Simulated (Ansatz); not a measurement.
`C[Si](C)(C)C#Cc1cnc(-c2cnc(-c3cnc(-c4cnc(-c5cnc(-c6cnc(C#C[Si](C)(C)C)s6)s5)s4)s3)s2)s1`, relaxed as a singlet with RKS PBE-D4/def2-SVP in Ansatz, starting from the GFN2-xTB geometry. Force threshold 0.03 eV/Å.

Single mean-field runs in def2-SVP are fitted with def2-universal-jkfit.

Start:

```xyz
66

C    12.170    7.693   -4.781
Si   11.183    7.041   -6.275
C    12.249    5.895   -7.361
C    10.456    8.482   -7.289
C     9.760    6.048   -5.601
C     8.834    5.429   -5.126
C     7.768    4.708   -4.588
C     7.103    4.944   -3.405
N     6.108    4.099   -3.117
C     5.948    3.189   -4.025
C     4.969    2.162   -3.982
C     4.729    1.159   -4.900
N     3.735    0.322   -4.603
C     3.162    0.617   -3.473
C     2.075   -0.121   -2.933
C     1.470   -1.231   -3.493
N     0.465   -1.758   -2.796
C     0.232   -1.116   -1.691
C    -0.780   -1.455   -0.758
C    -1.099   -0.837    0.435
N    -2.108   -1.377    1.117
C    -2.616   -2.412    0.517
C    -3.697   -3.184    1.012
C    -4.291   -4.293    0.441
N    -5.297   -4.832    1.126
C    -5.537   -4.194    2.236
C    -6.563   -4.573    3.141
C    -7.432   -5.639    2.992
N    -8.317   -5.806    3.973
C    -8.198   -4.916    4.909
C    -8.989   -4.848    6.054
C    -9.678   -4.789    7.049
Si  -10.767   -4.747    8.559
C   -12.293   -3.687    8.133
C   -11.267   -6.541    8.960
C    -9.754   -3.972    9.974
S    -6.906   -3.744    4.625
S    -4.478   -2.816    2.516
S    -1.836   -2.808   -1.015
S     1.303    0.261   -1.427
S     3.853    2.020   -2.663
S     7.077    3.318   -5.378
H    13.025    8.285   -5.097
H    11.551    8.323   -4.148
H    12.543    6.877   -4.169
H    13.098    6.427   -7.780
H    12.636    5.057   -6.788
H    11.675    5.489   -8.189
H     9.849    8.119   -8.113
H     9.826    9.115   -6.672
H    11.240    9.107   -7.707
H     7.334    5.745   -2.727
H     5.282    1.019   -5.812
H     1.766   -1.669   -4.428
H    -0.594    0.028    0.827
H    -3.992   -4.728   -0.496
H    -7.419   -6.305    2.150
H   -12.844   -4.112    7.300
H   -12.007   -2.677    7.857
H   -12.973   -3.619    8.978
H   -10.396   -7.159    9.158
H   -11.909   -6.586    9.835
H   -11.807   -6.992    8.132
H    -9.425   -2.969    9.720
H   -10.339   -3.906   10.887
H    -8.869   -4.561   10.193
```

| step | energy (eV) | largest force component (eV/Å) | SCF passes |
| --- | --- | --- | --- |
| 1 | -119000.4697 | 2.734 | 25 |
| 2 | -119001.0657 | 0.438 | 22 |
| 3 | -119001.1318 | 0.126 | 23 |
| 4 | -119001.1322 | 0.194 | 21 |
| 5 | -119001.1360 | 0.062 | 22 |
| 6 | -119001.1380 | 0.006 | 23 |

Force components are those of the run's own axes.

End:

Cartesian coordinates in Å:
```
C 12.284 7.788 -4.835
Si 11.271 7.129 -6.288
C 12.312 5.980 -7.368
C 10.569 8.554 -7.312
C 9.857 6.151 -5.600
C 8.910 5.507 -5.129
C 7.837 4.775 -4.594
C 7.132 4.978 -3.400
N 6.130 4.109 -3.132
C 6.004 3.200 -4.087
C 5.022 2.147 -4.072
C 4.769 1.127 -4.995
N 3.761 0.277 -4.695
C 3.194 0.598 -3.538
C 2.091 -0.139 -2.972
C 1.467 -1.262 -3.526
N 0.446 -1.792 -2.814
C 0.231 -1.119 -1.693
C -0.791 -1.453 -0.738
C -1.143 -0.853 0.475
N -2.170 -1.420 1.151
C -2.652 -2.470 0.498
C -3.746 -3.278 0.967
C -4.350 -4.400 0.391
N -5.374 -4.954 1.078
C -5.606 -4.294 2.206
C -6.646 -4.671 3.133
C -7.529 -5.749 2.984
N -8.433 -5.930 3.972
C -8.301 -5.018 4.925
C -9.081 -4.917 6.095
C -9.761 -4.820 7.124
Si -10.824 -4.738 8.642
C -12.336 -3.679 8.242
C -11.335 -6.503 9.076
C -9.810 -3.964 10.035
S -6.994 -3.845 4.623
S -4.539 -2.914 2.480
S -1.835 -2.821 -1.029
S 1.323 0.256 -1.456
S 3.900 2.007 -2.743
S 7.157 3.377 -5.412
H 13.142 8.389 -5.201
H 11.666 8.434 -4.180
H 12.684 6.957 -4.219
H 13.176 6.531 -7.796
H 12.705 5.127 -6.780
H 11.714 5.572 -8.208
H 9.956 8.175 -8.154
H 9.929 9.212 -6.691
H 11.391 9.170 -7.733
H 7.365 5.795 -2.703
H 5.341 0.992 -5.926
H 1.781 -1.697 -4.484
H -0.636 0.032 0.889
H -4.035 -4.835 -0.570
H -7.497 -6.417 2.112
H -12.919 -4.118 7.408
H -12.039 -2.651 7.950
H -13.001 -3.607 9.128
H -10.449 -7.132 9.296
H -11.994 -6.508 9.969
H -11.888 -6.972 8.237
H -9.490 -2.935 9.773
H -10.412 -3.910 10.965
H -8.901 -4.562 10.247
```

By distances, no bond broke or formed. The bond that changes most is N9–C10, from 1.30 to 1.32 Å (atoms count from 1).

No frequencies were taken in this run, so the end may be a saddle point.

It took 36 s on 4 threads of AMD EPYC 7R13 on a shared host and a share (37 GiB) of an NVIDIA H100 80GB HBM3.
